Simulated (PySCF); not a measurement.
Structure problem from calculated spectra and properties.

Formula: C7H14AlNS.

| Quantity | Value |
| --- | --- |
| Triplet | lowest triplet excitation (Tamm–Dancoff): 3.70 eV [TDA B3LYP/def2-SVPD] |
| UV, first state | lowest singlet excitation: 5.33 eV (233 nm, f = 0.002) [TDDFT B3LYP/def2-SVPD] |
| Rotational structure | rotational constants A, B, C: 2.136, 0.528, 0.467 GHz [PBE0-D3(BJ)/def2-SVP] |
| Dipole | 5.64 D [B3LYP/def2-SVPD] |
| 13C NMR | chemical shifts (computed TMS as zero) by class: 138.3 (1 C), 125.8 (1 C), 124.4 (1 C), 120.5 (1 C), 49.1 (3 C) ppm [GIAO KT2/pcSseg-1] |
| UV, strongest line | among the 10 lowest singlet transitions: S2 at 5.38 eV (230 nm, f = 0.163) [TDDFT B3LYP/def2-SVPD] |
| Valence photoelectron | vertical ionisation energy: 7.95 eV [ΔSCF B3LYP/def2-SVPD] |
| 1H NMR | chemical shifts (computed TMS as zero) by class: 7.32 (1 H), 7.08 (1 H), 6.98 (1 H), 4.50 (2 H), 2.72 (9 H) ppm [GIAO KT2/pcSseg-1] |

The electronic properties come from PySCF, for the isolated species, density fitting. Levels stand in brackets. The structure is a single PBE0-D3(BJ)/def2-SVP conformer in the gas phase; no vibrational or solvent corrections. Each NMR value is the plain mean over a class of atoms that symmetry, rotation or inversion makes alike.

Question: Give a SMILES that accounts for the data.

Answer: Numbering: `[CH3:1][N+:2]([CH3:3])([CH3:4])[AlH2-:5][c:6]1[cH:7][cH:8][cH:9][s:10]1`. 7 carbons fall into 5 classes; from least to most shielded: substituted aromatic carbon [C6] (138.3 ppm), aromatic CH next to a ring sulfur [C9] (125.8 ppm), aromatic CH carbon [C7] (124.4 ppm), aromatic CH carbon [C8] (120.5 ppm), N-methyl carbon [C1/C3/C4] (49.1 ppm, 3 C). Hydrogen classes from least to most shielded: 1 H on an aromatic CH next to a ring sulfur, C9 (7.32 ppm), 1 H on an aromatic CH carbon, C8 (7.08 ppm), 1 H on an aromatic CH carbon, C7 (6.98 ppm), 2 H on an aluminium bonded to C, N and 2 H, Al5 (4.50 ppm), 9 H on 3 N-methyl carbons, C1/C3/C4 (2.72 ppm, a mean of values up to 1.6 ppm apart in this geometry). The first electron is taken from the HOMO, whose largest Löwdin shares are 0.26 on the substituted aromatic carbon, 0.25 on the aromatic CH next to a ring sulfur and 0.14 on each of 2 atoms of one kind (aromatic CH carbon). By its constants the optimised geometry is an asymmetric top. Structure: `C[N+](C)(C)[AlH2-][c]1cccs1`. The assignments are read from this structure; whether some other isomer fits the data as well wasn't checked.

The values belong to the conformer `[CH3:1][N+:2]([CH3:3])([CH3:4])[AlH2-:5][c:6]1[cH:7][cH:8][cH:9][s:10]1`: C1–N2–Al5–C6 61°, N2–Al5–C6–C7 1°.
